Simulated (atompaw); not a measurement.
**tungsten: one change to a PAW (atompaw) potential, before and after**

```json
{
 "Element": "tungsten",
 "Generator": "atompaw 4.2.0.5",
 "Type": "PAW",
 "Functional": "PBE",
 "Relativity": "scalar-relativistic",
 "Frozen core": "[Kr] 4d10 4f14",
 "Valence charge": "14",
 "Reference configuration": "5s2 5p6 5d4 6s1.5 6p0 (charge +0.5)",
 "Partial waves": "5s (bound): rc 1.45 bohr; 6s (bound): rc 1.80 bohr; 5p (bound): rc 1.90 bohr; 6p (bound, empty): rc 1.90 bohr; 5d (bound): rc 1.75 bohr; 5d channel at 0.35 Ry: rc 1.90 bohr",
 "Local potential": "ultrasoft scheme with l = 3 at 0.5 Ry, radius 1.80 bohr",
 "Core correction": "smooth core density matched at 0.95 bohr",
 "Augmentation charge": "besselshape compensation charge, radius 1.40 bohr; PAW radius 1.90 bohr; waves and projectors: custom polynom gramschmidtortho"
}
```

All-electron outer shells of the reference configuration (PBE, scalar-relativistic, ld1.x):

```json
{"shell": "5s", "level (eV)": "-82.67", "outermost node (bohr)": "0.53", "outermost maximum (bohr)": "0.96"}
{"shell": "5p", "level (eV)": "-46.81", "outermost node (bohr)": "0.57", "outermost maximum (bohr)": "1.09"}
{"shell": "4f", "level (eV)": "-36.79", "outermost node (bohr)": "–", "outermost maximum (bohr)": "0.43"}
{"shell": "6s", "level (eV)": "-8.86", "outermost node (bohr)": "1.28", "outermost maximum (bohr)": "2.61"}
{"shell": "5d", "level (eV)": "-7.98", "outermost node (bohr)": "0.63", "outermost maximum (bohr)": "1.49"}
{"shell": "6p", "level (eV)": "-3.97", "outermost node (bohr)": "1.53", "outermost maximum (bohr)": "3.52"}
```

Change: all radii scaled by about 1.18 (s 1.72, p 2.24, d 2.08 bohr); local potential ultrasoft scheme with l = 3 at 0.5 Ry, radius 2.14 bohr; augmentation besselshape compensation charge, radius 1.66 bohr; PAW radius 2.24 bohr; waves and projectors: custom polynom gramschmidtortho; core correction smooth core density matched at 1.12 bohr.

Cutoffs: the cutoffs (Ry, on a coarse ladder) from which the occupation-weighted sum of valence levels, in a spherical-Bessel basis at the reference potential, stays within 10 and 1 mRy of its value at 400 Ry; they do not see the model core or the augmentation charge, which bear on the density cutoff.

**Question.** What does the change do?

**Answer.** The potential gets softer (30 Ry and 50 Ry → 25 Ry and 40 Ry); neither file shows a bound ghost. A larger radius leaves more room for a smooth pseudo-wave, so fewer plane waves are needed.

| quantity | base | changed |
| --- | --- | --- |
| cutoff, loose | 30 Ry | 25 Ry |
| cutoff, tight | 50 Ry | 40 Ry |
| loose cutoff by channel (10 mRy a level) | s 18 Ry, p 18 Ry, d 25 Ry | s 15 Ry, p 15 Ry, d 18 Ry |
| bound ghosts | none | none |
| lowest overlap eigenvalue by channel | s 0.36, p 0.94, d 0.74 | s 0.57, p 0.89, d 0.73 |

 The cutoffs see the waves, projectors and local potential, not the compensation charge or the core.
